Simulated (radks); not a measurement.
The caesium ion Cs47+, configuration [He] 2s2 2p4.

Method: scalar-relativistic Kohn-Sham, SCAN, spin-polarised, spherical densities, finite nucleus; open shells are filled with parallel spins first (spin-orbit coupling, left out, can overturn this in heavy ions); meta-GGA in the generalised Kohn-Sham scheme; Fermi nuclear charge, rms radius 4.8041 fm; computed with a radial shooting solver on a logarithmic mesh with Libxc functionals.

Energy parts (hartree):
part                       energy
total                  -5185.1454
kinetic                 5556.7620
electron-nucleus      -11050.9929
Hartree                  388.2886
exchange-correlation     -79.2031

Orbitals (lengths in bohr, moments of r in powers of bohr):
\begin{tabular}{lrrr}
orbital & occ. & eigenvalue (hartree) & <r^2> \\ \hline
1s up & 1 & -1457.383 & 0.0009216 \\
1s down & 1 & -1456.200 & 0.0009199 \\
2s up & 1 & -331.9105 & 0.01381 \\
2s down & 1 & -330.1868 & 0.01388 \\
2p up & 3 & -313.1822 & 0.01077 \\
2p down & 1 & -310.9943 & 0.01084 \\
\end{tabular}

The highest occupied level is 2p down at -8462.6 eV. Spin moment in Bohr magnetons: 2. Summed over all electrons, <r^2> = 0.07269 bohr^2, which gives a Langevin (diamagnetic) susceptibility term of -0.0576 x 10^-6 cm^3/mol. The density falls to 0.001 e/bohr^3 at r = 0.41 bohr. The spin density at the nucleus is -31.7 e/bohr^3 (1s -168.7, 2s 136.9).
